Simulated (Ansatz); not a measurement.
One change: `FC(F)Cl` becomes `FC(F)(Cl)C[SiH3]`.

Ansatz, PBE0-D4/def2-TZVP geometries, multiplicity 1. Each molecule was computed in one conformer, which needn't be the lowest.

| property | `FC(F)Cl` |
| --- | --- |
| HOMO–LUMO gap (PBE/def2-TZVPP) / eV | 7.40 |
| HOMO energy (B3LYP/def2-TZVPP) / eV | -9.33 |
| HOMO–LUMO gap (ωB97M-V/def2-TZVPP) / eV | 14.54 |
| LUMO energy (PBE0/def2-TZVPP) / eV | 0.46 |
| size of the dipole moment (B3LYP/def2-TZVPP) / D | 1.41 |
| LUMO energy (ωB97M-V/def2-TZVPP) / eV | 2.61 |

What does the change do to each property? (Estimate.)

Ansatz gave: 
| property | `FC(F)(Cl)C[SiH3]` | shift |
| --- | --- | --- |
| HOMO–LUMO gap (PBE/def2-TZVPP) / eV | 6.73 | -0.67 |
| HOMO energy (B3LYP/def2-TZVPP) / eV | -8.78 | 0.55 |
| HOMO–LUMO gap (ωB97M-V/def2-TZVPP) / eV | 13.26 | -1.28 |
| LUMO energy (PBE0/def2-TZVPP) / eV | 0.20 | -0.26 |
| size of the dipole moment (B3LYP/def2-TZVPP) / D | 2.05 | 0.64 |
| LUMO energy (ωB97M-V/def2-TZVPP) / eV | 1.97 | -0.64 |

With PBE0 the HOMO rises by 0.57 eV and the LUMO falls by 0.26 eV, so the gap narrows by about 0.83 eV. PBE moves the HOMO by 0.47 eV and ωB97M-V by 0.64 eV. Dipoles are sizes alone; their direction can turn.

B3LYP here is the variant with VWN-RPA as its local correlation; programs differ in this.
